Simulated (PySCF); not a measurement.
**Correlation energy of C (carbon, neutral)**

[He] 2s2 2p2, high-spin 3P determinant. Calculation: PySCF 2.14, in dyall-acv3z; the spin-free X2C one-electron Hamiltonian (Gaussian nucleus). Frozen: nothing; 6 electrons correlated; the 5 highest virtual orbitals of each spin left out.

```
  level  correlation energy (mhartree)
   CCSD                        -138.78
    (T)                          -2.52
CCSD(T)                        -141.30
```

Diagnostics: T1 = 0.0082, D1 = 0.0199, largest double amplitude 0.064.

Q: Is a single reference adequate?

A: Yes: T1 lies below 0.03 and no double amplitude reaches 0.07.
